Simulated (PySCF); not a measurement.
**Computed properties of Hf(F)3(OH)(OH2) (F3H3HfO2), SMILES [OH][Hf](<-[OH2])([F])([F])[F], multiplicity 1**

F3H3HfO2, SMILES [OH][Hf](<-[OH2])([F])([F])[F], multiplicity 1. Coordinates come from a B3LYP-D3(BJ)/def2-SVP optimisation. The multiplicity is an assumed one; no other spin state was optimised. The structure was generated by enumeration; whether it is a known compound was not checked. The def2 effective core potentials stand for the cores of Hf; spin–orbit coupling is left out. The values are those of a single conformer. All values are computed for the isolated molecule unless a solvent is named; none is compared with measurement here.

**Structure.** The optimised structure has Cs symmetry. All 21 harmonic modes at B3LYP-D3(BJ)/def2-SVP (PySCF) are real, so it is a minimum. With heavy atoms numbered as in [Hf:1]([F:2])([F:3])([F:4])([OH:5])<-[OH2:7], the shortest bond between them is Hf1–O5 at 1.923 Å and the longest Hf1–O7 at 2.379 Å.

**Vibrations.** The strongest infrared lines (harmonic, unscaled, degenerate partners summed) lie at 382 cm⁻¹ (278 km/mol, H 68 %, O 23 %, F 9 %), 3992 cm⁻¹ (258 km/mol, H 94 %), 630 cm⁻¹ (179 km/mol, F 77 %, Hf 15 %). The softest mode is at 82 cm⁻¹ and the zero-point energy is 27.1 kcal/mol.

**Electronic structure.** PBE0/def2-TZVP (PySCF) places the frontier levels at -9.37 and -0.41 eV, a gap of 8.96 eV, and gives a dipole moment of 2.58 D and a mean polarisability of 42.7 bohr³. PBE/def2-TZVP (PySCF) at the same geometry gives -7.62 and -1.22 eV, so its gap is 2.56 eV narrower. An orbital gap is neither the optical nor the fundamental gap.

**Excitations.** TDA-M06-2X/def2-SVPD (PySCF) has S1 at 8.25 eV (150 nm, f = 0.000, dark); the most intense of the 10 singlets computed lies at 9.02 eV (f = 0.04). T1 (TDA) is at 7.75 eV, 0.50 eV under S1. TDA-PBE/def2-SVPD (PySCF) puts S1 at 6.38 eV. No vertical singlet excitation falls in the visible range (under 3.1 eV).
